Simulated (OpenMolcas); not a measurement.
An OpenMolcas run meant for Ge III (ANO-RCC-VQZP, DKH2; inactive shells 1s 2s 2p 3s 3p 3d; intended active space 2 electrons in 4 orbitals (4s 4p)). One step of its input:

```
&RASSCF
FileOrb=start.orb
Symmetry=1
Spin=3
nActEl=3 0 0
Inactive=8 6
Ras2=1 3
CIRoot=3 3 1
SDav=3
CIMx=300
Iter=68 100
PrWF=0.3
OrbListing=Nothing
MaxOrb=0
Atom
CIOnly
>>> COPY $Project.JobIph JOB001
```

Lines from the output:

```
--- SEWARD ---
Basis set label: GE.ANO-RCC...7S6P4D2F1G.

      Electronic valence basis set:
      ------------------
      Associated Effective Charge  32.000000 au
      Associated Actual Charge     32.000000 au
      Nuclear Model: Point charge

      Shell  nPrim  nBasis  Cartesian Spherical Contaminant
         s      20       7        X
         p      17       6        X
         d      11       4                 X
         f       5       2                 X
         g       2       1                 X
                  Relativistic Douglas-Kroll-Hess integrals:
                    - DKH order of Hamiltonian: 2
                    - DKH order of Properties : 0
                  Atomic mean-field integrals
--- RASSCF ---

 Nr of active orbitals     NAC=   4
 Spin degeneracy         ISPIN=   3
 There can be no such wave function.
 ************************************************
--- Stop Module: rasscf at  /rc=_RC_INPUT_ERROR_ ---
.####################.
.# User input error #.
.####################.
```

What is wrong with the input?

nActEl holds one electron too many for this ion, which clashes with the multiplicity.
